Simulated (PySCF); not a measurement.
All numbers come from PySCF, PBE0, basis Sb def2-TZVP with ECP28, H def2-TZVP (scalar-relativistic core potentials, no spin–orbit coupling, density fitting).

Each entry is the lowest minimum that a search over a few typed start shapes (and spin states, where more than one is plausible) found, or that minimum re-optimised at the stated level; isomers with ligand–ligand bonds, or fragments after loss of a ligand pair, can lie lower. Open shells are unrestricted.

SbH2 is a doublet of C2v symmetry with Sb–H 1.712 Å (×2); H–Sb–H 90.3°. Its wavenumbers are 845, 1954, 1961 cm⁻¹.

**Question.** What changes when one electron is removed, giving SbH₂⁺?

**Answer.** It costs 8.74 eV between the minima (8.75 eV with zero-point energy). SbH₂⁺ is a singlet of C2v symmetry with Sb–H 1.709 Å (×2); H–Sb–H 90.2°; wavenumbers 858, 2003, 2011 cm⁻¹.
